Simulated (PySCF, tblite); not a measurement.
Dissociation curve of BeH (cation, charge +1), singlet.

Methods: RHF/cc-pVTZ (PySCF); UCCSD(T) = CCSD(T) on UHF/cc-pVTZ (PySCF 2.14.0); GFN2-xTB, 300 K electronic temperature (tblite); RCCSD = PySCF 2.14.0 with CCSD on RHF/cc-pVTZ.

Energies are in kJ/mol, each relative to the lowest point of its own curve near equilibrium.

```json
[
 {"R / Å": "1.07", "RHF": "69.3", "UCCSD(T)": "65.5", "GFN2-xTB": "73.1", "RCCSD": "65.5"},
 {"R / Å": "1.13", "RHF": "35.3", "UCCSD(T)": "33.2", "GFN2-xTB": "41.9", "RCCSD": "33.2"},
 {"R / Å": "1.20", "RHF": "11.7", "UCCSD(T)": "11.0", "GFN2-xTB": "19.4", "RCCSD": "11.0"},
 {"R / Å": "1.23", "RHF": "5.8", "UCCSD(T)": "5.5", "GFN2-xTB": "13.0", "RCCSD": "5.5"},
 {"R / Å": "1.30", "RHF": "0.0", "UCCSD(T)": "0.0", "GFN2-xTB": "3.8", "RCCSD": "0.0"},
 {"R / Å": "1.33", "RHF": "0.3", "UCCSD(T)": "0.3", "GFN2-xTB": "1.6", "RCCSD": "0.3"},
 {"R / Å": "1.38", "RHF": "3.9", "UCCSD(T)": "3.5", "GFN2-xTB": "0.0", "RCCSD": "3.5"},
 {"R / Å": "1.42", "RHF": "9.0", "UCCSD(T)": "8.1", "GFN2-xTB": "0.1", "RCCSD": "8.1"},
 {"R / Å": "1.44", "RHF": "12.2", "UCCSD(T)": "11.0", "GFN2-xTB": "0.5", "RCCSD": "11.0"},
 {"R / Å": "1.53", "RHF": "31.1", "UCCSD(T)": "27.6", "GFN2-xTB": "4.7", "RCCSD": "27.7"},
 {"R / Å": "1.64", "RHF": "60.9", "UCCSD(T)": "53.2", "GFN2-xTB": "13.7", "RCCSD": "53.3"},
 {"R / Å": "1.78", "RHF": "104.7", "UCCSD(T)": "89.2", "GFN2-xTB": "28.7", "RCCSD": "89.3"},
 {"R / Å": "1.99", "RHF": "174.1", "UCCSD(T)": "142.2", "GFN2-xTB": "56.1", "RCCSD": "142.6"},
 {"R / Å": "2.20", "RHF": "240.9", "UCCSD(T)": "188.0", "GFN2-xTB": "87.2", "RCCSD": "188.7"},
 {"R / Å": "2.40", "RHF": "298.7", "UCCSD(T)": "222.7", "GFN2-xTB": "119.6", "RCCSD": "223.7"},
 {"R / Å": "2.67", "RHF": "365.9", "UCCSD(T)": "256.1", "GFN2-xTB": "165.7", "RCCSD": "257.6"},
 {"R / Å": "2.90", "RHF": "413.4", "UCCSD(T)": "274.8", "GFN2-xTB": "205.0", "RCCSD": "276.4"},
 {"R / Å": "3.24", "RHF": "468.9", "UCCSD(T)": "290.9", "GFN2-xTB": "258.8", "RCCSD": "292.1"},
 {"R / Å": "3.60", "RHF": "511.7", "UCCSD(T)": "298.7", "GFN2-xTB": "306.0", "RCCSD": "299.7"},
 {"R / Å": "4.01", "RHF": "545.4", "UCCSD(T)": "301.6", "GFN2-xTB": "345.3", "RCCSD": "303.1"},
 {"R / Å": "4.70", "RHF": "578.6", "UCCSD(T)": "302.9", "GFN2-xTB": "—", "RCCSD": "304.9"},
 {"R / Å": "5.26", "RHF": "592.9", "UCCSD(T)": "303.3", "GFN2-xTB": "—", "RCCSD": "305.4"}
]
```

At the longest distance, 5.26 Å, RHF lies highest above its minimum (592.9 kJ/mol) and UCCSD(T) lowest (303.3 kJ/mol).

Dashes: no converged value, or the column stops at the first point that the program doubted or that broke a chosen test of continuity, which isn't proof of a fault.

The restricted form behind RHF keeps the bonding electrons paired and can't separate into open-shell fragments. The unrestricted determinant behind UCCSD(T) is spin-contaminated at 1.78 to 5.26 Å (<S²> up to 1.0, against 0.00 for a pure singlet). The T1 diagnostic of CCSD on the restricted reference of RCCSD exceeds 0.045 at 2.67 to 5.26 Å.
